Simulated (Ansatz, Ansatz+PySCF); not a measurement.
```xyz
10

C    -0.7991    0.5198    0.7319
C    -1.0900   -0.4149   -0.2863
C     0.1245   -0.7768   -0.9074
C     1.1688   -0.0642   -0.2753
C     0.5971    0.7378    0.7384
H    -1.5292    0.9948    1.3976
H    -2.0840   -0.7949   -0.5465
H     0.2400   -1.4854   -1.7348
H     2.2326   -0.1225   -0.5260
H     1.1403    1.4106    1.4106
```

Basis set: def2-SVP (spherical functions). Charge 0, multiplicity 2.

Computed with Ansatz (development build ahead of 0.2.0); each method stands on the lowest determinant of its kind that the runs found.

Task: Give the atomization energy at this shape (free ground-state atoms in the same class of orbitals less the molecule, no zero-point energy) of doublet C5H5 by PBE0 (unrestricted), UHF.

Result:

```
             method  atomization energy
PBE0 (unrestricted)            48.43 eV
                UHF            35.98 eV
```

Caution: the determinant breaks the point group. Caution for UHF: the unrestricted determinant is spin contaminated.
